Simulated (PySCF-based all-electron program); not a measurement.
Values are calculated unless marked as measured or tabulated.
**GaH₆N, singlet: all-electron forces**

Method: all-electron DFT (in-house code on PySCF), basis-limit composite values; the spin-free Dirac equation, no spin–orbit coupling, spin-restricted. Forces are good to about 0.006 eV/Å. Atoms are numbered as listed.

Shape A:

```xyz
8

Ga    0.0000    0.0000    0.0000
N     0.0000    0.0000    2.1830
H     1.5616    0.0000   -0.2195
H    -0.7808    1.3524   -0.2195
H    -0.7808   -1.3524   -0.2195
H     0.4777    0.8274    2.5459
H    -0.9554    0.0000    2.5459
H     0.4777   -0.8274    2.5459
```

PBE forces:

| atom | Fx | Fy | Fz (eV/Å) |
| --- | --- | --- | --- |
| Ga1 | 0.000 | 0.000 | -0.036 |
| N2 | 0.000 | 0.000 | 0.013 |
| H3 | -0.052 | 0.000 | 0.015 |
| H4 | 0.026 | -0.045 | 0.015 |
| H5 | 0.026 | 0.045 | 0.015 |
| H6 | -0.035 | -0.061 | -0.007 |
| H7 | 0.071 | 0.000 | -0.007 |
| H8 | -0.035 | 0.061 | -0.007 |

Shape B:

```json
{"atom": "Ga", "x (Å)": "0.0000", "y (Å)": "0.0000", "z (Å)": "0.0000"}
{"atom": "N", "x (Å)": "0.0000", "y (Å)": "0.0000", "z (Å)": "1.9647"}
{"atom": "H", "x (Å)": "1.5616", "y (Å)": "0.0000", "z (Å)": "-0.2195"}
{"atom": "H", "x (Å)": "-0.7808", "y (Å)": "1.3524", "z (Å)": "-0.2195"}
{"atom": "H", "x (Å)": "-0.7808", "y (Å)": "-1.3524", "z (Å)": "-0.2195"}
{"atom": "H", "x (Å)": "0.4777", "y (Å)": "0.8274", "z (Å)": "2.3276"}
{"atom": "H", "x (Å)": "-0.9554", "y (Å)": "0.0000", "z (Å)": "2.3276"}
{"atom": "H", "x (Å)": "0.4777", "y (Å)": "-0.8274", "z (Å)": "2.3276"}
```

Against shape A, Ga1–N2 goes from 2.183 to 1.965 Å.

Question: What forces does PBE give in shape B?

Answer: 

| atom | Fx | Fy | Fz (eV/Å) |
| --- | --- | --- | --- |
| Ga1 | 0.000 | 0.000 | -1.561 |
| N2 | 0.000 | 0.000 | 1.670 |
| H3 | -0.010 | 0.000 | -0.119 |
| H4 | 0.005 | -0.009 | -0.119 |
| H5 | 0.005 | 0.009 | -0.119 |
| H6 | -0.028 | -0.049 | 0.082 |
| H7 | 0.056 | 0.000 | 0.082 |
| H8 | -0.028 | 0.049 | 0.082 |
